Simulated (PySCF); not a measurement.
Si(OH)4 cation (H4O4Si), SMILES O[Si](O)(O)O (connectivity only; charge and spin as stated), charge +1, multiplicity 2. Geometry: PBE-D3(BJ)/def2-SVP. The multiplicity is an assumed one; no other spin state was optimised. The isomer is the one that the SMILES or the coordinates give; other isomers of the formula were not compared. Other conformers were not sampled.

Level of theory: PBE-D3(BJ)/def2-SVP in PySCF.

Harmonic wavenumbers (cm⁻¹): 138, 165, 215, 223, 261, 280, 327, 432, 470, 662, 677, 702, 703, 756, 800, 838, 875, 3630, 3636, 3684, 3695. Rotational constants (GHz): 4.022, 3.768, 3.723; symmetry number 2.

Task: Work out the zero-point energy and the ideal-gas rigid-rotor harmonic-oscillator thermochemistry at 298.15 K and 1 atm.

Result: ZPE = ½ Σ hcν = ½ × 23171 cm⁻¹ = 138.59 kJ/mol. H − E(el) = 161.49 kJ/mol. Entropy in J/(mol K): translation 165.69, rotation 103.63, vibration 72.73, spin 5.76, total 347.81. G − E(el) = 57.79 kJ/mol. Cp = 121.72 J/(mol K). Modes under 150 cm⁻¹ make the vibrational entropy uncertain.
